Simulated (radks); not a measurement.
The numbers below are computed, except where a source is named.
Effect of the nuclear size on the promethium ion Pm2+, [Xe] 4f5. Code: a radial shooting solver on a logarithmic mesh with Libxc functionals. Model: Dirac Kohn-Sham, BLYP, spin-unpolarised, spherical densities, finite nucleus; open shells fill j = l - 1/2 first; Fermi nuclear charge, rms radius 4.962 fm. The rms radius is varied about that value; shifts are against it.

rms radius (fm)  total energy shift (eV)  density at nucleus (e/bohr^3)  1s1/2 shift (meV)  2s1/2 shift (meV)  4p1/2 shift (meV)  5s1/2 shift (meV)  5p1/2 shift (meV)  4f5/2 shift (meV)  6s1/2 (empty) shift (meV)
4.0639                             -4.85                      5.161e+05              -2010               -252              0.351              -2.01              0.079              0.242                     -0.304
4.6841                             -1.58                      4.995e+05               -654              -82.1              0.114             -0.654              0.026              0.079                     -0.099
4.962                                  0                      4.929e+05              0.000              0.000              0.000              0.000              0.000              0.000                      0.000
5.3441                              2.29                      4.845e+05                946                119             -0.165              0.946             -0.037             -0.114                      0.144
5.6765                              4.38                      4.778e+05               1810                228             -0.316               1.81             -0.071             -0.218                      0.275

Slopes of the eigenvalues against <r^2> in GHz/fm^2, as finite differences over the two radii next to the reference (eigenvalue slopes, not the field-shift constants of lines): 1s1/2 58400, 2s1/2 7340, 4p1/2 -10.2, 5s1/2 58.5, 5p1/2 -2.29, 4f5/2 -7.04, 6s1/2 (empty) 8.87.
